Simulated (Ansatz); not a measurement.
Reactions of `[OH][Sn][OH]`.

Calculated with Ansatz (gas phase, PBE0-D4/def2-TZVP geometries, no zero-point term in ΔE). CBS: MP2 limit from def2 TZ/QZ plus the TZ coupled-cluster correction, frozen cores. This one scheme is used for every species. DFT in def2-TZVPP. def2 core potentials past Kr. For Br, In, Sn outer-core shells are correlated without core-valence functions, which leaves a few kJ/mol of doubt a bond. Scalar relativity is left out up to krypton. One conformer a species, not always the lowest.

```tsv
reaction	CCSD(T)/CBS(def2) (kJ/mol)
`[OH][Sn][OH]` + `NC[SiH2]F` → `[NH2][Sn][OH]` + `OC[SiH2]F`	59
`[OH][Sn][OH]` + `CC1=CC(C)=[O+][B-](O)(F)O1` → `CC1=CC(C)=[O+][Sn-]([OH])[O]1` + `OB(O)F`	-73
`[OH][Sn][OH]` + `CNC` → `C[N](C)[Sn][OH]` + H₂O	26
`[OH][Sn][OH]` + HBr → `[OH][Sn][Br]` + H₂O	?
`[OH][Sn][OH]` + `[CH3][In]([Cl])[Br]` → `[OH][Sn][Br]` + `[CH3][In]([OH])[Cl]`	38
```

(1) Fill in the missing values. (An estimate is asked.)

Largest T1 diagnostic: 0.018, for `[OH][Sn][OH]`.

Results:

(1) The calculation gave: `[OH][Sn][OH]` + HBr → `[OH][Sn][Br]` + H₂O: -74.4 kJ/mol.
